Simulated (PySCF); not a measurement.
**Electron correlation in Ti (titanium, neutral)**

Starting occupation: [Ar] 3d4, 3d5/2 with m_j = -1/2, +1/2, +3/2, +5/2. Computed with PySCF 2.14 in x2c-TZVPall-2c (6s7p4d1f, 54 functions), with X2C-1e with screened-nucleus spin-orbit coupling, Gaussian nucleus. Frozen: [Ne]; 12 electrons correlated; the 6 highest virtual spinors left out.

MP2 pair energies summed by pair of shells (mhartree):

| pair | energy | share (%) |
| --- | --- | --- |
| 3p-3p | -101.80 | 34.3 |
| 3d-3p | -96.88 | 32.7 |
| 3d-3d | -53.02 | 17.9 |
| 3p-3s | -24.71 | 8.3 |
| 3d-3s | -15.22 | 5.1 |
| 3s-3s | -5.09 | 1.7 |

Total MP2 correlation energy: -296.72 mhartree.

The GHF reference relaxed away from the jj start to a determinant that is no pure jj level (⟨S²⟩ = 6.00, ⟨J²⟩ = 20.04); the energies belong to that determinant.

This basis was not built for core-valence correlation, so the inner-shell part is incomplete.
